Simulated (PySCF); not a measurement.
Ge(OH)2(SH)2 (GeH4O2S2), SMILES [OH][Ge]([OH])([SH])[SH]. Atoms are numbered in the order given.

```xyz
9

O      0.3059    -1.4338    -1.2276
Ge     0.0000     0.0000    -0.2344
O     -0.3059     1.4338    -1.2276
S     -1.8654    -0.1610     0.9304
S      1.8654     0.1610     0.9304
H     -0.5050    -1.7805    -1.6190
H      0.5050     1.7805    -1.6190
H     -2.3677     0.9273     0.3047
H      2.3677    -0.9273     0.3047
```

Coordinates come from a PBE0-D3(BJ)/def2-SVP optimisation. This is a generated structure with no PubChem entry under its InChIKey; it may be hypothetical. Other conformers were not sampled.

These are PBE/def2-TZVP (PySCF) values and carry that method's errors.

Computed frontier levels, gap, dipole moment and polarisability:
The highest occupied level is -6.38 eV, the lowest empty level is -1.58 eV and the orbital gap comes out as 4.80 eV. The dipole moment is 1.25 D, the quadrupole, principal values (traceless, Buckingham form, about the centre of nuclear charge) is -2.79, 0.32, 2.48 D·Å and the mean static polarisability is 75.0 bohr³ (11.12 Å³). The polarisability, principal values is 63.9, 68.9, 92.3 bohr³.
